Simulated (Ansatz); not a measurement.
A run for Ansatz (a program for electronic structure): R-wB97M-V/def2-TZVPP on H2Sn (SMILES [SnH2]), atoms moved off the minimum. Elements past Kr take the def2 small-core potentials; no spin–orbit coupling.

Ansatz 0.2 input:
```yaml
crystal:
  periodic: [false, false, false]
  atoms:
    - {symbol: Sn, position_ang: [-0.00775913, 0.03913721, 0.10481797]}
    - {symbol: H, position_ang: [-0.07765663, -1.19237334, -1.17575801]}
    - {symbol: H, position_ang: [-0.22827826, 1.27956961, -1.26333547]}
basis:
  gaussian:
    orbitals: def2-TZVPP
hamiltonian:
  xc: {name: wB97M-V}
scf: {lower_state_search: off}
output: {forces: true}
```

The log:

```
WARN ansatz: RAYON_NUM_THREADS=2 ignored (pool sized by the plan → 2); use --threads N
Functional definition: wB97M-V
these checks for a lower state are left out or cut short: stability, starts, cluster_reference, orbital_swaps, neighbouring_geometries, increment
integrals: 0.02 GiB planned
550 factors; their error is unknown
integrals: 0.06 GiB planned
129 factors; integrals over basis functions are off by at most 2.1e-5 eV
mean field: 0.26 GiB planned
mean field evaluation 1: about -5860.8305 eV, gradient 9.6e0 eV
mean field evaluation 2: about -5861.1618 eV, gradient 4.8e0 eV
mean field evaluation 4: about -5861.2127 eV, gradient 2.0e-1 eV
mean field evaluation 8: about -5861.2602 eV, gradient 8.8e-3 eV
mean field evaluation 16: about -5861.2602 eV, gradient 9.2e-6 eV
mean field -5861.26018460 eV, -215.3973388791 hartree, gradient 9.8e-6 eV, S^2 0.000000; 0 other end points of the search recorded, 0 dependent functions left out
the calculation of the forces begins
reference -5861.26023014 eV, -215.3973405529 hartree; 12, 12 occupied and 66, 66 virtual orbitals, 550 factors
Total energy: -5861.26023014 eV, -215.3973405529 hartree
Atom 0 at    -0.007759     0.039137     0.104818 Å, force    -0.142957     0.491874    -1.049713 eV/Å
Atom 1 at    -0.077657    -1.192373    -1.175758 Å, force     0.027217     0.010496     0.254139 eV/Å
Atom 2 at    -0.228278     1.279570    -1.263335 Å, force     0.115739    -0.502371     0.795574 eV/Å
Dipole moment:     0.026814    -0.036518     0.225953 e Å
Checks for a lower state left out: stability, starts, cluster_reference, orbital_swaps, neighbouring_geometries, increment
```

Self-consistency was reached.

Cost: about 1.8 core-seconds (a rough figure).
